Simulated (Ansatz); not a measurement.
Ligand exchange: SiH(CH3)(SiH3)F + C3H9NSi → SiH(SiH3)2F + C4H9N

Species: SiH(CH3)(SiH3)F, singlet; C3H9NSi `C=CN(C)[SiH3]`, singlet; SiH(SiH3)2F, singlet; C4H9N `C=CN(C)C`, singlet. The partners trade CH3 for SiH3: Si–CH3 and N–SiH3 bonds give way to Si–SiH3 and N–CH3.

Shapes, held fixed at every level: PBE0-D4/def2-TZVP. Flexible molecules stand in one conformer, not always the lowest. Programs: Ansatz 0.2.0. The zero-point and thermal change to 298 K, harmonic and unscaled (PBE0-D4/def2-TZVP), is +2.7 kJ/mol.

(1) Estimate ΔH(298 K) of this reaction.

Results:

(1) The highest level, CCSD(T)/CBS estimate, gives ΔH(298 K) = +124.5 kJ/mol; the levels span +101.1 to +130.3. The column of differences is taken from that level and isn't an error. No measured value is set beside it here. The CBS estimate extrapolates MP2 from def2-TZVPP and def2-QZVPP and adds CCSD(T) − MP2 in the triple-zeta set, cores frozen.

```tsv
level	kind	ΔH(298 K) (kJ/mol)	less CCSD(T)/CBS estimate
HF/def2-SVP	Hartree–Fock	+116.6	-7.9
HF/def2-TZVPP	Hartree–Fock	+130.3	+5.8
SPW92/def2-TZVPP	LDA	+101.1	-23.4
wB97M-V/def2-TZVPP	range-separated hybrid	+126.9	+2.4
B2PLYP/def2-TZVPP	double hybrid	+123.5	-1.0
CCSD(T)/def2-TZVPP	coupled cluster or CI	+123.0	-1.5
CCSD/def2-TZVPP	coupled cluster or CI	+124.6	+0.1
CCSD(T)/CBS estimate	coupled cluster or CI	+124.5	0.0
```
